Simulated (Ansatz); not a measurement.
## Ansatz (development build ahead of 0.2.0) run

```yaml
crystal:
  periodic: [false, false, false]
  atoms:
    - { symbol: Cu, position_ang: [7.0e-05, 0.04651, 0.08617] }
    - { symbol: H, position_ang: [-0.08361, -0.02858, 1.27579] }
basis:
  gaussian: { orbitals: cc-pVDZ }
hamiltonian:
  xc: hf
correlation:
  method: mp2
  frozen_orbitals: { Cu: 5, H: 0 }
```

The input is written out in the form of the current development build from the run's settings.

The run gave:

| Item | Value |
| --- | --- |
| Converged | yes |
| Reference energy | -1639.46691 hartree |
| Correlation energy | -0.71672 hartree |
| Total energy | -1640.18363 hartree |
| Spin squared of the determinant | 0.000 |

Caution: no unrestricted run beside it, a lower state can exist.
